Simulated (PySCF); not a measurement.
Computed shifts of a molecule C3H4ClFSi, PBE0/pcSseg-1 (PySCF), GIAO, gas phase, atoms alike by connectivity averaged where their shifts nearly agree, in ppm (number of nuclei): ¹⁹F: -110.1 (1). ¹³C: 165.3 (1), 132.6 (1), 17.0 (1). ²⁹Si: -41.2 (1). ¹H: 5.13 (2), 1.97 (2). References: ¹⁹F against CFCl3 (σ = 167.2 ppm); ¹³C against TMS (σ = 186.3 ppm); ³⁵Cl against HCl (σ = 945.9 ppm); ²⁹Si against TMS (σ = 352.7 ppm); ¹H against TMS (σ = 31.56 ppm), references at their B3LYP-D3(BJ)/def2-TZVP geometries, non-relativistic (without spin–orbit terms, shifts of atoms bonded to Cl or Br come out too high). The structure is a stationary point at ωB97X-D3(BJ)/def2-SVP. One conformer was computed; it need not be the lowest.

Q: Which molecule gave these data?
(A) C#CC[Si@@H](F)Cl
(B) F[SiH2]C=C=CCl
(C) F[C@@H]1C=C[Si@H]1Cl
(D) FC1=C(Cl)C[SiH2]1

A: D, FC1=C(Cl)C[SiH2]1
